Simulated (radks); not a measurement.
Results of a calculation; reference values are marked as such.
Problem. Species: neutral zirconium. Configuration: [Kr] 4d2 5s2. Level of theory: scalar-relativistic Kohn-Sham, TASK exchange with Perdew-Wang LDA correlation, spin-polarised, spherical densities, finite nucleus; open shells are filled with parallel spins first (spin-orbit coupling, left out, can overturn this in heavy ions); meta-GGA in the generalised Kohn-Sham scheme; Fermi nuclear charge, rms radius 4.2694 fm (a radial shooting solver on a logarithmic mesh with Libxc functionals). Some entries of the table are withheld. Estimate them.

| orbital | occ. | eigenvalue (hartree) | <r> (bohr) |
|---|---|---|---|
| 1s down | 1 | -656.6446 | 0.03711 |
| 1s up | 1 | -656.6438 | 0.03711 |
| 2s up | 1 | -91.56310 | 0.1628 |
| 2s down | 1 | -91.55446 | 0.1628 |
| 2p up | 3 | -81.61625 | 0.1419 |
| 2p down | 3 | -81.61028 | 0.1419 |
| 3s up | 1 | -15.23883 | 0.4587 |
| 3s down | 1 | -15.23556 | 0.4588 |
| 3p up | 3 | -11.96961 | 0.4621 |
| 3p down | 3 | -11.96584 | 0.4622 |
| 3d up | 5 | -6.58182 | 0.4523 |
| 3d down | 5 | -6.57469 | 0.4523 |
| 4s up | 1 | -2.13345 | 1.228 |
| 4s down | 1 | -2.08530 | 1.215 |
| 4p up | 3 | -1.29216 | 1.384 |
| 4p down | 3 | -1.22912 | 1.358 |
| 5s up | 1 | -0.20075 | (1) |
| 4d up | 2 | -0.15901 | 2.206 |
| 5s down | 1 | -0.14524 | (2) |

Solution. 
(1) 5s up <r> (bohr): 3.570
(2) 5s down <r> (bohr): 4.189
